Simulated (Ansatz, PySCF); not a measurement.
C$_{4}$H$_{10}$Si, singlet, geometry from GFN2-xTB, with bond 15-5 at 1.8 times its length. Base run: CASSCF(2,2)/STO-3G (PySCF).

Here is a job for PySCF.
```python
from pyscf import gto, scf, mcscf
import numpy

mol = gto.M(
    atom='''
Si   -0.048633   -0.033927   -0.596416
C    -1.625635   -0.642590    0.233837
C    -2.806451   -0.052180    0.144745
C     1.323203    0.082956    0.721524
C     2.661045    0.528915    0.143717
H    -0.273750    1.281371   -1.208275
H     0.354586   -0.995574   -1.634318
H    -1.555605   -1.549623    0.824098
H    -3.690760   -0.434175    0.633311
H    -2.943479    0.850991   -0.427594
H     1.453715   -0.886859    1.206248
H     1.025938    0.780353    1.507639
H     2.571603    1.509718   -0.317960
H     3.423236    0.586834    0.919817
H     3.275493   -0.730340   -1.223917
''',
    basis='sto-3g',
    charge=0,
    spin=0,
    verbose=4,
)

mf = scf.RHF(mol)
mf.kernel()
mc = mcscf.CASSCF(mf, 2, 2)
mc.fix_spin_(ss=0.0)
mc.kernel()
occ = numpy.linalg.eigvalsh(mc.fcisolver.make_rdm1(mc.ci, mc.ncas, mc.nelecas))[::-1]
ss = mc.fcisolver.spin_square(mc.ci, mc.ncas, mc.nelecas)[0]
print('natural occupations', occ.round(4), ' <S^2>', round(ss, 4))
```

Programs used: Ansatz (a quantum-chemistry and plane-wave program), PySCF; a row that names a program was run with it.

Each row names what was changed in the base input (with any setting that the change needs).

| change | ΔE vs base (mEh) | natural occupations | <S^2> of the state |
|---|---|---|---|
| base | 0.000 | 1.72 0.28 | 0.00 |
| code = ansatz; correction = SC-NEVPT2, all electrons | -257.4 | - | - |
| orbitals = fixed (CASCI); correction = SC-NEVPT2 | -257.1 | 1.76 0.24 | 0.00 |
| active space = 4 electrons, 4 orbitals | -42.028 | 1.88 1.72 0.28 0.12 | 0.00 |
| active space = 6 electrons, 5 orbitals | -43.053 | 2.00 1.89 1.72 0.28 0.12 | 0.00 |
| active space = 10 electrons, 9 orbitals | -74.536 | 2.00 1.98 1.97 1.88 1.72 0.28 0.12 0.02 0.02 | 0.00 |
| fix_spin_ = off | 0.000 | 1.72 0.28 | 0.00 |
| state_average = 2 states | 6.918 | - | - |
| code = ansatz | 0.021 | - | - |
| correction = SC-NEVPT2 | -257.4 | 1.72 0.28 | 0.00 |
| orbitals = fixed (CASCI) | 16.426 | 1.76 0.24 | 0.00 |

Active orbitals are taken around the Fermi level unless the row says otherwise; CASSCF can end in different local minima, and two programs can end on different orbitals. State-averaged rows give the lowest state.
